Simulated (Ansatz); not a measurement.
`N[SiH]([SiH3])Cl` + NH₃ → `N[SiH](N)Cl` + SiH₄  (cleavage of the Si–Si bond)

Gas-phase electronic energies from Ansatz, PBE0-D4/def2-TZVP geometries. CBS: MP2 limit from def2 TZ/QZ plus the TZ coupled-cluster correction, frozen cores. This one scheme is used for every species. DFT in def2-TZVPP. One conformer a species, not always the lowest.

Problem. Is it downhill or uphill in electronic energy at CCSD(T)/CBS, and by how much? (Best estimate.)

Solution. Ansatz gave: Downhill: ΔE = -73.6 kJ/mol.

Problem. What do these levels give: LDA (SPW92), BLYP-D4, BHLYP-D4, BHLYP, CAM-B3LYP, RPA@PBE/def2-TZVPP, CCSD/def2-SVP, SCS-MP2/def2-TZVPP, CCSD/def2-TZVPP, HF/def2-QZVPP, MP2/def2-QZVPP, HF/CBS(def2)? (Best estimate.)

Solution. Computed: LDA (SPW92) -65.0, BLYP-D4 -67.0, BHLYP-D4 -79.5, BHLYP -84.1, CAM-B3LYP -82.2, RPA@PBE/def2-TZVPP -73.9, CCSD/def2-SVP -75.3, SCS-MP2/def2-TZVPP -83.2, CCSD/def2-TZVPP -77.7, HF/def2-QZVPP -93.8, MP2/def2-QZVPP -80.9, HF/CBS(def2) -93.9 kJ/mol.

Largest T1 diagnostic among the species: 0.011.

From PBE to PBE0 (25 % exact exchange), in def2-TZVPP and without D4, ΔE moves by −7.3 kJ/mol. In def2-TZVPP, CCSD(T) changes the Hartree–Fock value by +17.9 kJ/mol (the triples alone add +2.7 kJ/mol) and MP2 by +11.5 kJ/mol. Leaving LDA and LC-ωPBE aside and taking each functional with its dispersion term where it has one, the values, not all of them listed here, spread over 25.8 kJ/mol, from CAM-B3LYP-D4 to PBE-D4. LDA lies −9.3 kJ/mol from PBE without D4.
